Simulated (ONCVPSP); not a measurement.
# An all-electron radial function and its pseudo partner (Au)

Columns: radius, all-electron u(r) and pseudo u(r) of the 5p shell (level -59.86 eV) of gold in the configuration [Kr] 4d10 4f14 5s2 5p6 5d10 6s1; PW91, scalar-relativistic, ONCV scheme, ONCVPSP 4.0.1.

| r (bohr) | all-electron | pseudo |
| --- | --- | --- |
| 0.115 | 0.3718 | 0.0374 |
| 0.230 | -0.1563 | 0.1448 |
| 0.345 | -0.6109 | 0.3087 |
| 0.460 | -0.2748 | 0.5064 |
| 0.575 | 0.2992 | 0.7091 |
| 0.690 | 0.7643 | 0.8861 |
| 0.805 | 1.0334 | 1.0118 |
| 0.920 | 1.1321 | 1.0714 |
| 1.035 | 1.1134 | 1.0635 |
| 1.150 | 1.0268 | 0.9995 |
| 1.265 | 0.9084 | 0.8980 |
| 1.380 | 0.7812 | 0.7788 |
| 1.495 | 0.6586 | 0.6584 |
| 1.610 | 0.5473 | 0.5472 |
| 1.725 | 0.4500 | 0.4499 |
| 1.840 | 0.3670 | 0.3669 |
| 1.955 | 0.2974 | 0.2974 |
| 2.070 | 0.2399 | 0.2399 |
| 2.185 | 0.1928 | 0.1928 |
| 2.300 | 0.1545 | 0.1544 |
| 2.415 | 0.1234 | 0.1234 |
| 2.530 | 0.0984 | 0.0984 |
| 2.645 | 0.0784 | 0.0783 |
| 2.760 | 0.0623 | 0.0623 |
| 2.875 | 0.0494 | 0.0494 |
| 2.990 | 0.0392 | 0.0392 |

(1) How many radial nodes do the two functions have?

(2) At about which radius was the pseudo-wave matched?

(3) Where does each function peak?

(4) Is the pseudo-wave norm-conserving?

Results:

(1) The all-electron 5p function has n − l − 1 = 3 (the table is too coarse to show those close to the nucleus); the pseudo-wave has 0, since the states of the same l below it are removed with the core.

(2) 1.65 bohr. The columns agree to 0.0005 from 1.50 bohr on; several derivatives are matched, so the curves merge somewhat inside the radius.

(3) Outermost all-electron maximum near 0.92 bohr, pseudo maximum near 0.92 bohr (to the table’s step).

(4) Yes: the ONCV scheme keeps the norm inside the radius equal to the all-electron one, which fixes the energy derivative of the logarithmic derivative at the level.
